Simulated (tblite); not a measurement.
C7H7FNP.
SMILES with atom numbers: `[CH3:1]/[C:2]([F:3])=[P:4]\[c:5]1[cH:6][cH:7][cH:8][n:9][cH:10]1` (hydrogens: H11, H12, H13 on C1; H14 on C6; H15 on C7; H16 on C8; H17 on C10)

Cartesian coordinates in Å at the GFN2-xTB level; atoms count from 1:
```xyz
17
C7H7FNP angstrom
C     -2.2507   -0.4730   -0.6281
C     -2.4135    0.0416    0.7574
F     -3.7225    0.1392    1.1063
P     -1.3351    0.5760    1.9336
C      0.2530    0.2515    1.0820
C      1.1469    1.2912    0.8420
C      2.3573    1.0121    0.2302
C      2.6363   -0.3046   -0.1039
N      1.8074   -1.3045    0.1478
C      0.6570   -1.0374    0.7309
H     -2.8568    0.1281   -1.3076
H     -2.6133   -1.5003   -0.6903
H     -1.2125   -0.4412   -0.9433
H      0.8906    2.3038    1.1215
H      3.0664    1.7980    0.0202
H      3.5638   -0.5783   -0.5892
H      0.0186   -1.8901    0.9299
```

Level: GFN2-xTB in tblite, geometry and Hessian alike; calculated harmonic values, unscaled, isolated species. The method is semi-empirical: single wavenumbers can be off by several per cent or more. One conformer, not necessarily the lowest.

Harmonic wavenumbers (cm⁻¹): 40.0, 81.6, 86.8, 128.2, 216.9, 256.9, 291.5, 353.3, 375.7, 381.1, 416.3, 480.4, 594.7, 685.3, 711.3, 736.2, 774.0, 905.5, 914.8, 927.3, 964.3, 992.6, 998.8, 1093.4, 1129.4, 1136.4, 1151.7, 1194.5, 1261.1, 1272.7, 1310.8, 1385.4, 1387.4, 1428.6, 1445.2, 1464.8, 1555.8, 1560.1, 2983.2, 3003.0, 3039.3, 3060.6, 3063.9, 3064.1, 3091.4.

A = 2744, B = 674.5, C = 607.7 MHz; mass 155.030 u (most abundant isotopes); point group C1, symmetry number 1.

Question: What is the zero-point energy?

Answer: Half the sum of the wavenumbers: 26698 cm⁻¹ = 319.38 kJ/mol.

Question: Give the ideal-gas entropy at 273.15 K and 1 bar in the rigid-rotor, harmonic-oscillator model (classical rotation).

Answer: Translation 169.94, rotation 124.58, vibration 108.97: S = 403.5 J/(mol K).

Question: And Cp and H(273.15 K) − H(0)?

Answer: Cp = 146.60 J/(mol K), of which vibrations give 113.34 (their classical limit is 45 R = 374.2); H(273.15 K) − H(0) = 24.75 kJ/mol without the zero-point energy, 15.66 from vibrations.

Question: Which modes carry the vibrational entropy at 273.15 K?

Answer: 40.0 cm⁻¹: 21.28; 81.6 cm⁻¹: 15.40; 86.8 cm⁻¹: 14.89; 128.2 cm⁻¹: 11.74; 216.9 cm⁻¹: 7.64; 256.9 cm⁻¹: 6.41 J/(mol K); the other 39 give 31.62 together.

Question: What must be added to the electronic energy to get the Gibbs energy at 273.15 K and 1 bar?

Answer: ZPE + [H(273.15 K) − H(0)] − T·S = 319.38 + 24.75 − 110.21 = 233.92 kJ/mol.

Hindered rotation and anharmonicity are outside this model. Other conformers, if any are populated, would add a mixing term that is left out. The structure is chiral; the term R ln 2 for an equal mix with its mirror image is left out.
